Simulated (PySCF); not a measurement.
F6S, charge -1, doublet, geometry from GFN2-xTB (a state made from the parent by changing its charge; the spin is typed, not shown lowest) (in this run its highest filled SCF level lies above zero, so its values depend strongly on the basis, on diffuse functions most of all). Base run: R2SCAN/STO-3G (PySCF).

The PySCF input:
```python
from pyscf import gto, scf, dft

mol = gto.M(
    atom='''
F     0.67469720   -0.51413191   -1.55482398
S    -0.00000000   -0.00000000   -0.00000000
F     1.44577462   -0.60277396    0.82669513
F    -0.76911961   -1.58409516    0.19006075
F    -1.44577462    0.60277396   -0.82669513
F     0.76911961    1.58409516   -0.19006075
F    -0.67469720    0.51413191    1.55482398
''',
    basis='sto-3g',
    charge=-1,
    spin=1,
    verbose=3,
)

mf = dft.UKS(mol)
mf.xc = 'r2scan'
mf.kernel()
mf.analyze()
```

Each row names what was changed in the base input (with any setting that the change needs).

```
change                                           ΔE vs base (mEh)  fitting functions
-----------------------------------------------  ----------------  -----------------
base                                                        0.000                  -
auxbasis = def2-universal-jfit                             -5.256                345
auxbasis = cc-pvtz-ri                                     -12.776                608
auxbasis = even-tempered beta=1.6                          -0.179                534
auxbasis = even-tempered beta=2.0                          -0.654                382
auxbasis = def2-universal-jkfit                            -3.377                590
auxbasis = cc-pvqz-jkfit                                   -1.036                784
auxbasis = default (with mf = mf.density_fit())            -3.377                590
auxbasis = cc-pvtz-jkfit                                   -1.063                595
auxbasis = autoaux                                         -0.424                498
```

A fitting set is made for a task (jfit for Coulomb, jkfit for Coulomb and exchange, ri for correlation) and for a family of orbital bases.

Open shells are given as the SCF converged; they aren't shown to be the lowest states, and a large step between rows can be another state.
